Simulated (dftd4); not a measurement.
triethylamine (C6H15N), singlet, at a GFN2-xTB geometry; D4 for revpbe (dftd4).

Input for dftd4:
```
$ dftd4 mol.xyz --func revpbe --charge 0 --json dftd4.json --noedisp --property

# file mol.xyz
22

C     -1.65734729     1.96293200    -0.08726551
C     -0.58248885     1.15358805    -0.80450976
N      0.23592547     0.36494374     0.10301469
C     -0.50408012    -0.59603970     0.90204749
C     -1.19431138    -1.73832383     0.14501123
C      1.39296132    -0.18535539    -0.58531764
C      2.41612174    -0.79803091     0.36471871
H     -1.22489425     2.47232377     0.76976579
H     -2.06324031     2.70711693    -0.76848101
H     -2.47666120     1.33453075     0.25169408
H     -1.04989212     0.53526331    -1.59167111
H      0.09442522     1.85333510    -1.30480418
H      0.19226591    -1.01977462     1.62811825
H     -1.25382218    -0.03962832     1.46766311
H     -0.47019606    -2.34008150    -0.39900618
H     -1.92648327    -1.35302233    -0.56059299
H     -1.70911395    -2.38175945     0.85417407
H      1.10990088    -0.92862616    -1.35202467
H      1.86994548     0.64990246    -1.10779590
H      2.08029684    -1.75413693     0.75732531
H      3.35000295    -0.96193364    -0.16783802
H      2.60085512    -0.12073685     1.19426353
```

The log (banner, timings and long lists left out):

```
                    ____  _____ _____     ____  _  _
      -------------|  _ \|  ___|_   _|---|  _ \| || |------------
     |             | | | | |_    | | ___ | | | | || |_           |
     |             | |_| |  _|   | ||___|| |_| |__   _|          |
     |             |____/|_|     |_|     |____/   |_|            |
     |             ===================================           |
     |            E. Caldeweyher, S. Ehlert & S. Grimme          |
     |          Mulliken Center for Theoretical Chemistry        |
     |                    University of Bonn                     |
      -----------------------------------------------------------

Rational (Becke-Johnson) damping: revpbe-D4-ATM
---------------------
  s6         1.0000
  s8         1.7468
  s9         1.0000
  a1         0.5363
  a2         3.0726
 alp        16.0000
--------------------

Atomic data, radii in Ångström:
------------------------------------------------------
   Z          R(cov)      r4/r2   hardness         EN
------------------------------------------------------
   6 C        1.0000     1.6431     0.4220     2.5500
   7 N        0.9467     1.4350     0.5044     3.0400
   1 H        0.4267     1.0622     0.4726     2.2000
------------------------------------------------------

Atomic reference systems (in atomic units):
----------------------------------------------------------------------------
   Z        #      CN     q+Z       C6(AA)   #      CN     q+Z       C6(AA)
----------------------------------------------------------------------------
   6 C      1  0.0000  6.0000      49.3833   2  0.9189  5.8288      52.1688
            3  1.9079  5.8579      35.6972   4  2.8312  5.7775      35.8445
            5  3.7487  5.7435      28.6317   6  2.9183  5.8956      32.2504
            7  0.8556  6.2103      25.6194
   7 N      1  0.0000  7.0000      25.3714   2  0.8583  6.6470      32.5496
            3  1.8399  6.6987      28.5877   4  2.5804  6.1757      42.3910
            5  0.9809  7.0000      18.1534
   1 H      1  0.0000  1.0000       7.6362   2  0.8942  1.0000       3.0374
----------------------------------------------------------------------------

Atomic properties (in atomic units):
----------------------------------------------------------------------------
     #    Z              CN          q      C6(AA)        C8(AA)   alpha(0)
----------------------------------------------------------------------------
     1    6 C        3.7513    -0.2446     28.4920      824.0379     7.7033
     2    6 C        3.7550    -0.0708     24.5107      708.8922     7.1439
     3    7 N        2.7252    -0.3550     27.2456      601.0588     7.8152
     4    6 C        3.7480    -0.0637     24.3737      704.9294     7.1257
     5    6 C        3.7493    -0.2492     28.6102      827.4580     7.7199
     6    6 C        3.7550    -0.0708     24.5107      708.8922     7.1439
     7    6 C        3.7513    -0.2446     28.4920      824.0379     7.7033
     8    1 H        0.9249     0.0959      1.8229       22.0357     2.1114
     9    1 H        0.9248     0.0772      2.0083       24.2773     2.2162
    10    1 H        0.9249     0.0853      1.9252       23.2723     2.1698
    11    1 H        0.9225     0.0847      1.9311       23.3438     2.1732
    12    1 H        0.9239     0.0880      1.8987       22.9524     2.1549
    13    1 H        0.9243     0.0924      1.8560       22.4365     2.1305
    14    1 H        0.9243     0.0924      1.8560       22.4365     2.1305
    15    1 H        0.9248     0.0875      1.9037       23.0126     2.1577
    16    1 H        0.9248     0.0875      1.9037       23.0126     2.1577
    17    1 H        0.9249     0.0768      2.0127       24.3298     2.2186
    18    1 H        0.9225     0.0847      1.9311       23.3438     2.1732
    19    1 H        0.9239     0.0880      1.8987       22.9524     2.1549
    20    1 H        0.9249     0.0853      1.9252       23.2723     2.1698
    21    1 H        0.9248     0.0772      2.0083       24.2773     2.2162
    22    1 H        0.9249     0.0959      1.8229       22.0357     2.1114
----------------------------------------------------------------------------

Molecular properties (in atomic units):
----------------------------------------
 molecular C6                3222.2453
 molecular C8               68837.4766
----------------------------------------

Dispersion energy:      -6.0202326365728E-02 Eh

[Info] JSON dump of results written to 'dftd4.json'
```
